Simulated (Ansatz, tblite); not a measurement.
Cost and result up the ladder for MgZn2⁺ (3 atoms). Charge 1, multiplicity 2. Geometry: PBE/def2-TZVP.

```
atom   x (Å)   y (Å)   z (Å)
 Mg1   1.353  -2.161   1.042
 Zn2  -0.026   0.031  -0.016
 Zn3  -1.327   2.130  -1.026
```

Ansatz on 4 threads of Arm Neoverse V1 on a shared host; xTB runs through tblite on one thread. Times are rough, summed over both states, and most runs start from the orbitals of an earlier one. RPA@PBE/def2-TZVP serves as the yardstick here, not as an exact answer. The other state is a quartet at its own geometry, which has other bonds, so the gap mixes isomer and spin.

The xTB rows come from tblite. LC-ωPBE has ω = 0.4 bohr⁻¹. Correlated methods freeze 19 core orbitals; core or outer-core shells of Mg are correlated, in sets that lack core-valence functions. In the quartet geometry the species has come apart into loosely held pieces. The structure comes from a short search, and lower isomers may exist.

Run but left out: HF/STO-3G, MP2/def2-TZVP, MP2/def2-TZVPP (doublet: ⟨S²⟩ 1.00 to 3.77, where a pure state has 0.75).

Correlated methods converge slowly with the basis.

xTB has no spin-polarisation term.

| level | functions | wall time | quartet − doublet (eV) | difference from RPA@PBE/def2-TZVP (eV) | remarks |
| --- | --- | --- | --- | --- | --- |
| GFN2-xTB | 17 | 0.005 s | 6.28 | 3.48 | – |
| PBE/def2-TZVP | 128 | 3.5 s | 3.07 | 0.27 | – |
| revPBE/def2-TZVP | 128 | 3.7 s | 2.97 | 0.16 | – |
| RPA@PBE/def2-TZVP | 128 | 5.4 s | 2.80 | 0.00 | – |
| BHLYP/def2-TZVP | 128 | 5.5 s | 2.99 | 0.18 | – |
| LC-ωPBE/def2-TZVP | 128 | 5.9 s | 2.70 | -0.10 | spin-contaminated (⟨S²⟩ 0.88) (doublet) |
| r2SCAN/def2-TZVP (with forces) | 128 | 8.9 s | 2.79 | -0.01 | – |
| r2SCAN0/def2-TZVP | 128 | 10 s | 2.73 | -0.07 | – |
| r2SCANh/def2-TZVP | 128 | 11 s | 2.77 | -0.04 | – |
| PBE0/def2-TZVP | 128 | 12 s | 2.89 | 0.09 | – |
| CCSD(T)/def2-TZVPP | 160 | 75 s | 2.91 | 0.11 | spin-contaminated (⟨S²⟩ 1.00) (doublet) |
